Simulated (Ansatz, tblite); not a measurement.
Cost and result up the ladder for the cluster Au₂Se (3 atoms). Charge 0, multiplicity 1. Geometry: r2SCAN-D4/def2-TZVP.

```xyz
3

Au    0.200   -1.258    1.113
Au    0.276    0.357   -1.631
Se   -0.476    0.901    0.518
```

Ansatz on 4 threads of Arm Neoverse V1 on a shared host; xTB runs through tblite on one thread. Times are rough, summed over both states, and most runs start from the orbitals of an earlier one. PBE-QIDH/def2-TZVP serves as the yardstick here, not as an exact answer. The other state is a quintet at its own geometry, which has other bonds, so the gap mixes isomer and spin.

In the def2 sets Au takes a core potential; there is no spin–orbit coupling. The xTB rows come from tblite. HSE06 is defined as in plane-wave codes, on full-range PBE exchange. Correlated methods freeze 9 core orbitals; core or outer-core shells of Au, Se are correlated, in sets that lack core-valence functions. The structure comes from a short search, and lower isomers may exist.

Correlated methods converge slowly with the basis.

xTB has no spin-polarisation term.

```json
{"level": "GFN1-xTB", "functions": "27", "wall time": "0.006 s", "quintet − singlet (eV)": "4.06", "difference from PBE-QIDH/def2-TZVP (eV)": "0.89"}
{"level": "GFN2-xTB", "functions": "27", "wall time": "0.006 s", "quintet − singlet (eV)": "5.95", "difference from PBE-QIDH/def2-TZVP (eV)": "2.78"}
{"level": "LDA (SPW92)/def2-TZVP", "functions": "128", "wall time": "2.2 s", "quintet − singlet (eV)": "2.93", "difference from PBE-QIDH/def2-TZVP (eV)": "-0.24"}
{"level": "HF/def2-TZVP", "functions": "128", "wall time": "3.6 s", "quintet − singlet (eV)": "2.71", "difference from PBE-QIDH/def2-TZVP (eV)": "-0.47"}
{"level": "PBE-D4/def2-TZVP", "functions": "128", "wall time": "4.2 s", "quintet − singlet (eV)": "2.78", "difference from PBE-QIDH/def2-TZVP (eV)": "-0.39"}
{"level": "HSE06-D4/def2-TZVP", "functions": "128", "wall time": "6.6 s", "quintet − singlet (eV)": "2.98", "difference from PBE-QIDH/def2-TZVP (eV)": "-0.20"}
{"level": "BHLYP-D4/def2-TZVP", "functions": "128", "wall time": "7.9 s", "quintet − singlet (eV)": "3.17", "difference from PBE-QIDH/def2-TZVP (eV)": "-0.01"}
{"level": "RPA@PBE/def2-TZVP", "functions": "128", "wall time": "8.2 s", "quintet − singlet (eV)": "2.95", "difference from PBE-QIDH/def2-TZVP (eV)": "-0.22"}
{"level": "PBE0-D4/def2-TZVP (with forces)", "functions": "128", "wall time": "11 s", "quintet − singlet (eV)": "2.99", "difference from PBE-QIDH/def2-TZVP (eV)": "-0.19"}
{"level": "PBE-QIDH/def2-TZVP", "functions": "128", "wall time": "11 s", "quintet − singlet (eV)": "3.17", "difference from PBE-QIDH/def2-TZVP (eV)": "0.00"}
{"level": "r2SCAN-D4/def2-TZVP", "functions": "128", "wall time": "11 s", "quintet − singlet (eV)": "2.61", "difference from PBE-QIDH/def2-TZVP (eV)": "-0.57"}
```
